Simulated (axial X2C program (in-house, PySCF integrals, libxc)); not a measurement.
SrTl⁻: from the spin-free to the two-component result

Calculated with an in-house relativistic program for diatomic molecules. Spin-free means the one-electron spin-free X2C Hamiltonian; two-component (2c) means X2C with spin–orbit coupling and atomic mean-field two-electron Coulomb and Gaunt terms, so the difference of the two also holds small scalar two-electron terms. Basis: Tl dyall-av2z [11s13p10d5f], Sr dyall-av2z [11s12p8d] (cores contracted in-house); Gaussian nuclei, density fitting, unrestricted open shells. Masses: Tl 204.974 u, Sr 87.906 u.

Spin-free state: M_S = 1, Λ = 0 (beyond evenly filled blocks: π+α, π-α); fragments Tl- + Sr.

```tsv
level	Re (Å)	ωe (cm⁻¹)	De (eV)	μ (D)
PBE0	3.260	95.3	1.060	-2.92
LDA	3.152	105.9	1.326	-2.04
BHandHLYP	3.318	86.3	0.751	-2.60
```

Dipoles are positive if Sr is the positive end and refer to the centre of mass.

Two-component determinant lowest at the distance of the search:

Ω = 1 (⟨Sz⟩ = 0.87, ⟨Lz⟩ = 0.13 at PBE0); fragments Tl- + Sr.

| level | Re (Å) | ωe (cm⁻¹) | De (eV) | μ (D) |
| --- | --- | --- | --- | --- |
| PBE0 | 3.278 | 89.9 | 0.809 | -3.24 |
| LDA | 3.157 | 102.9 | 0.944 | -2.30 |
| BHandHLYP | 3.405 | 74.3 | 0.385 | -3.34 |

(1) From the two tables, how do the constants change at the PBE0 level (2c against spin-free)?

One determinant describes the state; a PBE0 search over occupations chose it and may have missed a lower one. Dissociation energies refer to the lowest single-determinant-based atoms at the same level and basis. Density functionals use the spin component along the axis (collinear). With several unpaired electrons one determinant need not be a pure state. Open-shell Ω = 0 determinants with evenly filled partner blocks cannot be reached by this program, so the Ω shown need not be the lowest component. At some level and bond length an empty orbital lies below a filled one. This is the Ω = 1 component of a π² triplet; the 0⁺ component is not one determinant and can lie lowest. The highest occupied level of some functionals is positive through self-interaction error; at Hartree–Fock it is bound. The determinant is spin-polarised beyond a pure state at some levels (its spin-free form has ⟨S²⟩ too high), which makes Re and μ there less reliable. Under one Hamiltonian the search converged a single determinant, so lower ones may well exist.

## Answers

(1) At the PBE0 level Re rises by 0.018 Å and ωe goes down by 5.4 cm⁻¹; De changes by -0.251 eV.
